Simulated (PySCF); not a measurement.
H6OSi2Te, SMILES [SiH3]O[Te][SiH3].

The structure is a stationary point at B3LYP-D3(BJ)/def2-SVP. This is a generated structure with no PubChem entry under its InChIKey; it may be hypothetical. The def2 effective core potentials stand for the cores of Te; spin–orbit coupling is left out. Other conformers were not sampled.

Two levels are set side by side: TDDFT-PBE/def2-SVPD (PySCF) and TDDFT-ωB97X/def2-SVPD (PySCF). Vertical, same geometry. The lowest singlet is HOMO→LUMO 100 % with PBE and HOMO→LUMO 97 % with the other functional; states are paired by order. Differences are taken from unrounded values.

| quantity | TDDFT-ωB97X | TDDFT-PBE | TDDFT-PBE minus TDDFT-ωB97X |
|---|---|---|---|
| lowest singlet excitation (eV) | 2.64 | 2.47 | -0.17 |
| lowest triplet excitation (TDA) (eV) | 2.02 | 1.83 | -0.19 |

Functionals without exact exchange tend to place singlet excitations lower, as here. Differences between two approximate levels are no errors against the true value.

Rough cost on one machine, each run with all the roots and properties that it gave: TDDFT-ωB97X against TDDFT-PBE about 8 times.
